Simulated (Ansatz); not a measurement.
Gas-phase electronic energies from Ansatz, PBE0-D4/def2-TZVP geometries. CBS: MP2 limit from def2 TZ/QZ plus the TZ coupled-cluster correction, frozen cores. This one scheme is used for every species. DFT in def2-TZVPP. For Ge outer-core shells are correlated without core-valence functions, which leaves a few kJ/mol of doubt a bond. Scalar relativity is left out up to krypton. One conformer a species, not always the lowest.

`CO[SiH](F)[GeH3]` + `[AlH3]` → `F[SiH]([AlH2])[GeH3]` + CH₃OH  (formal exchange of groups at the Si–O bond)

`CO[SiH](F)[GeH3]`:

```xyz
12

C    -0.102    2.036   -1.074
O    -0.158    1.011   -0.103
Si    0.376   -0.511   -0.323
F     1.976   -0.534   -0.427
Ge   -0.308   -1.767    1.570
H    -0.846    2.792   -0.817
H     0.887    2.502   -1.085
H    -0.324    1.653   -2.077
H    -0.103   -1.025   -1.636
H    -1.843   -1.810    1.641
H     0.213   -3.210    1.469
H     0.231   -1.137    2.862
```

`[AlH3]`:

Z-matrix (Å, degrees):
```
Al
H 1 1.586
H 1 1.586 2 120.0
H 1 1.586 2 120.0 3 -179.9
```

`F[SiH]([AlH2])[GeH3]`:

```xyz
10

F    -0.274    0.982    2.095
Si   -0.068    0.827    0.498
Al   -2.172    0.268   -0.650
Ge    1.637   -0.807    0.116
H     0.485    2.126    0.009
H    -3.514   -0.023    0.144
H    -2.139    0.161   -2.235
H     1.172   -2.209    0.547
H     1.941   -0.854   -1.393
H     2.934   -0.470    0.870
```

CH₃OH:

Cartesian coordinates in Å:
```
C -0.081 0.344 0.046
O 0.212 -0.981 0.425
H -0.249 0.909 0.963
H -0.989 0.412 -0.566
H 0.746 0.816 -0.499
H 0.361 -1.499 -0.369
```

| species | BLYP-D4 energy (Eh) |
| --- | --- |
| `CO[SiH](F)[GeH3]` | -2584.10147 |
| `[AlH3]` | -244.20217 |
| `F[SiH]([AlH2])[GeH3]` | -2712.52381 |
| CH₃OH | -115.73842 |

**Question.** Work out ΔE.

**Answer.** ΔE = (-2712.52381) + (-115.73842) − (-2584.10147) − (-244.20217) = 0.04141 Eh = +108.7 kJ/mol. CCSD(T)/CBS gives +111.6 kJ/mol.

**Question.** What do rigid-rotor, harmonic-oscillator terms from PBE0-D4/def2-TZVP frequencies (298.15 K, 1 bar) make of the CCSD(T)/CBS value? (Estimate.)

**Answer.** Ansatz gave: ΔZPE = +8.9 kJ/mol, ΔH = +120.9 kJ/mol, ΔS = 27 J/(mol·K), ΔG = +112.9 kJ/mol.

Largest T1 diagnostic among the species: 0.012.

In def2-TZVPP, CCSD(T) changes the Hartree–Fock value by −17.0 kJ/mol (the triples alone add −1.8 kJ/mol) and MP2 by −8.3 kJ/mol. Leaving LDA and LC-ωPBE aside and taking each functional with its dispersion term where it has one, the values, not all of them listed here, spread over 33.8 kJ/mol, from PBE-D4 to CAM-B3LYP-D4. LDA lies +10.8 kJ/mol from PBE without D4. From PBE to PBE0 (25 % exact exchange), in def2-TZVPP and without D4, ΔE moves by +7.2 kJ/mol.
